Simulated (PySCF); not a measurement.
AlBr2, charge +1. Atoms are numbered in the order given.

```xyz
3

Al     0.0000     0.0000     0.0000
Br     0.0000     0.0000    -2.1649
Br     0.0000     0.0000     2.1649
```
Charge +1, spin multiplicity 1.

Geometry optimised at PBE-D3(BJ)/def2-TZVP. The multiplicity is an assumed one; other spin states were not compared. The isomer is the one that the SMILES or the coordinates give; other isomers of the formula were not compared.

The numbers are results of PBE-D3(BJ)/def2-TZVP run with PySCF 2.14.0, not measurements.

Frequencies are harmonic and unscaled.

Modes within 1.5 cm⁻¹ of each other (mostly degenerate sets) share a row, with their intensities summed.

```tsv
mode	ν (cm⁻¹)	IR (km/mol)	moving atoms (share of kinetic energy)
1–2	109	55.7	Al 86 %, Br 14 %
3	247	0.0	Br 100 %
4	650	130.5	Al 86 %, Br 14 %
```
